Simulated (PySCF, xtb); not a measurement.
C₂HF₃O₂, SMILES O=C(O)C(F)(F)F.

GFN2-xTB in xtb at its own geometry gives an orbital gap of 4.79 eV and a dipole moment of 3.52 D.

The structure is a stationary point at PBE-D3(BJ)/def2-SVP. Other conformers were not sampled.

Task: What does CAM-B3LYP/def2-TZVP in PySCF give? (Estimate from the structure and the level; the computed values follow.)

Result: gap 10.69 eV (levels -10.82 and -0.13 eV), dipole 2.23 D.
